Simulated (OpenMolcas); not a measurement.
Computed levels of 4d3 in ions with 39 electrons, in cm-1 above 4F 3/2.

```json
{"Program": "OpenMolcas", "Method": "SS-RASPT2, IPEA 0.25 Eh, imaginary shift 0.1 Eh", "Basis": "ANO-RCC-VTZP", "Scalar Hamiltonian": "DKH2, point nucleus", "Spin-orbit coupling": "RASSI with atomic mean-field integrals over the reference wave functions, term energies averaged over their components"}
```

Active space for each ion: 9 electrons in 8 orbitals (RAS1 4p, at most 2 holes; RAS2 4d); closed shells correlated by CASPT2: 4s.

```csv
Level,Mo3+,Tc4+,Rh6+,Pd7+
4F 5/2,799,1111,1940,2560
4F 7/2,1804,2480,4210,5450
4F 9/2,2940,3990,6600,8380
4P 3/2,10670,12060,14960,16350
4P 1/2,10700,12120,15250,16870
4P 5/2,12020,13870,18160,20610
2G 7/2,12170,14080,18250,20520
2G 9/2,12900,14940,19340,21680
2P 1/2,14580,17500,23250,26310
```

Estimate 4F 9/2, 4P 3/2, 4P 1/2 for Ru5+ from its neighbours Tc4+ and Rh6+.

4F 9/2 is fine structure, which grows about as the fourth power of a screened charge, so the fourth roots are averaged: ((3990^0.25 + 6600^0.25) / 2)^4 = 5172. The calculation gives 5180, so the estimate is off by -0.2 %.
4P 3/2 is another term, which grows about linearly with the charge: (12060 + 14960) / 2 = 13510. The calculation gives 13510, so the estimate is off by 0 %.
4P 1/2 is another term, which grows about linearly with the charge: (12120 + 15250) / 2 = 13685. The calculation gives 13650, so the estimate is off by +0.3 %.

Mixed levels, with the weight of the term that names them: Ru5+ 2G 9/2 (71 %), Rh6+ 2G 9/2 (64 %), Pd7+ 4P 3/2 (72 %), Pd7+ 2G 9/2 (57 %).

Term energies are means over components that CASPT2 splits; among the terms shown or strongly mixed into the levels shown the widest spread is 340 cm-1 (4d3 4F, Pd7+). Active for correlation alone: 4p; no level in the range computed is led by a configuration that opens it, so any true level of that kind is missing. Only configurations of the active space appear.
